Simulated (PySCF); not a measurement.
**Atomic charges by several schemes**

Compound: C6H13ClO2S.
Geometry (GFN2-xTB, Å), atoms numbered from 1 in this order:
```xyz
23
C6H13ClO2S angstrom
C      2.5275    0.6399   -0.0352
C      1.6539   -0.5734   -0.3320
C      0.2022   -0.2221   -0.6955
C     -0.5652   -1.4803   -1.0972
C     -0.5011    0.5305    0.4283
C     -0.8459   -0.2301    1.6827
S     -2.0852    1.1092   -0.2638
O     -3.1376    0.1536   -0.1296
O     -1.8979    1.7389   -1.5313
Cl    -2.5303    2.6111    1.0509
H      2.4536    1.3696   -0.8380
H      2.2428    1.1192    0.8980
H      3.5673    0.3347    0.0519
H      1.6633   -1.2496    0.5247
H      2.0800   -1.1148   -1.1784
H      0.2184    0.4585   -1.5544
H     -0.1349   -1.9021   -2.0024
H     -1.6081   -1.2453   -1.2921
H     -0.5138   -2.2350   -0.3156
H      0.0195    1.4619    0.6459
H     -1.5679   -1.0108    1.4580
H     -1.2876    0.4438    2.4140
H      0.0422   -0.6803    2.1212
```

Density: PBE0/pcSseg-1 (PySCF); schemes: Mulliken, IAO, Hirshfeld and ESP-fitted. Isolated species at its GFN2-xTB geometry (one conformer only).

Question: What partial charge does each atom carry?

Answer: In e; atoms taken as equivalent share a row and are averaged (×n: the atom named and its like, n in all):

| atom | environment | Mulliken | IAO | Hirshfeld | ESP-fitted |
| --- | --- | --- | --- | --- | --- |
| C1 | methyl carbon | -0.266 | -0.422 | -0.116 | -0.408 |
| C2 | chain CH2 carbon | -0.201 | -0.246 | -0.060 | +0.106 |
| C3 | sp3 CH carbon | -0.354 | -0.109 | -0.024 | +0.351 |
| C4 | methyl carbon | -0.204 | -0.428 | -0.123 | -0.661 |
| C5 | sp3 carbon bound to sulfur | -0.448 | -0.266 | -0.019 | -0.179 |
| C6 | methyl carbon | -0.193 | -0.434 | -0.124 | -0.415 |
| S7 | sulfonyl sulfur | +1.003 | +1.940 | +0.531 | +0.721 |
| O8 | sulfonyl oxygen | -0.471 | -0.830 | -0.263 | -0.388 |
| O9 | sulfonyl oxygen | -0.474 | -0.833 | -0.277 | -0.409 |
| Cl10 | chlorine bonded to S | -0.146 | -0.291 | -0.070 | -0.108 |
| H11/H12/H13 | methyl hydrogen | +0.120 | +0.141 | +0.043 | +0.105 |
| H14 | methylene hydrogen | +0.115 | +0.127 | +0.036 | -0.008 |
| H15 | methylene hydrogen | +0.130 | +0.141 | +0.046 | +0.015 |
| H16 | methine hydrogen | +0.153 | +0.147 | +0.034 | +0.003 |
| H17/H18/H19 | methyl hydrogen | +0.128 | +0.145 | +0.039 | +0.174 |
| H20 | methine hydrogen | +0.181 | +0.166 | +0.046 | +0.104 |
| H21/H22/H23 | methyl hydrogen | +0.144 | +0.160 | +0.045 | +0.146 |

Mean size of the charges over all atoms: IAO 0.336 e, Mulliken 0.240 e, ESP-fitted 0.224 e, Hirshfeld 0.093 e. Each set sums to the total charge, 0, to within 0.001 e. The Hirshfeld scheme weights the molecular density at each point by an atom's share of the summed free-atom densities. The Mulliken scheme counts on each atom the diagonal of the density matrix times the overlap matrix over that atom's basis functions.

Some averages cover members that differ in this geometry: H17/H18/H19, ESP-fitted +0.150 to +0.221; H21/H22/H23, ESP-fitted +0.127 to +0.168; H17/H18/H19, Mulliken +0.113 to +0.147; H11/H12/H13, ESP-fitted +0.086 to +0.114 e.

Lowest charge. The schemes don't all agree: Mulliken O9 (-0.474); IAO O9 (-0.833); Hirshfeld O9 (-0.277); ESP-fitted C4 (-0.661).

Highest charge. All schemes agree: Mulliken S7 (+1.003); IAO S7 (+1.940); Hirshfeld S7 (+0.531); ESP-fitted S7 (+0.721).

Question: How closely do the schemes follow one another over all atoms?

Answer: Correlation coefficient and root-mean-square difference: IAO with Hirshfeld 0.99, 0.373 e; Mulliken with IAO 0.95, 0.246 e; Mulliken with Hirshfeld 0.92, 0.184 e; Hirshfeld with ESP-fitted 0.83, 0.190 e; IAO with ESP-fitted 0.83, 0.321 e; Mulliken with ESP-fitted 0.74, 0.219 e.

Question: How many electrons does the Mulliken scheme count on S7?

Answer: Z − q = 16 − (+1.003) = 14.997.

Question: Sum the charges by element, for elements with more than one atom.

Answer: 
```json
{"element": "C", "atoms": "6", "Mulliken": "-1.666", "IAO": "-1.905", "Hirshfeld": "-0.466", "ESP-fitted": "-1.205"}
{"element": "O", "atoms": "2", "Mulliken": "-0.945", "IAO": "-1.663", "Hirshfeld": "-0.539", "ESP-fitted": "-0.797"}
{"element": "H", "atoms": "13", "Mulliken": "+1.754", "IAO": "+1.918", "Hirshfeld": "+0.544", "ESP-fitted": "+1.390"}
```

The run behind these numbers computed NMR shieldings as well. Rough CPU time on one thread of a shared machine: about 3 min.
